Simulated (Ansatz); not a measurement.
Au2Br⁺. Charge 1, multiplicity 3. Geometry PBE-D4/def2-TZVP, that of the neutral doublet; atoms count from 1.

Cartesian coordinates in Å:
```
Au -0.296 0.053 -0.242
Au -0.207 1.874 1.539
Br 0.503 -1.926 -1.297
```

In the def2 sets Au takes a core potential; there is no spin–orbit coupling. The structure comes from a short search, and lower isomers may exist.

Estimate the Mulliken populations from the PBE0/def2-TZVP orbitals of Ansatz.


| atom | charge (e) | spin (α − β) | d electrons |
| --- | --- | --- | --- |
| Au1 | 0.28 | 0.46 | 9.62 |
| Au2 | 0.58 | 0.68 | 9.76 |
| Br3 | 0.15 | 0.87 | – |
Mulliken values and Mayer orders depend strongly on the basis.

Where does the spin sit?

Summed by element: Au 1.13, Br 0.87, of 2 unpaired in all. Largest on single atoms: Br3 0.87, Au2 0.68, Au1 0.46.

And the Mayer bond orders between bonded heavy atoms (over 0.3)?

Au1–Au2 0.75 (2.55 Å); Au1–Br3 0.95 (2.38 Å).
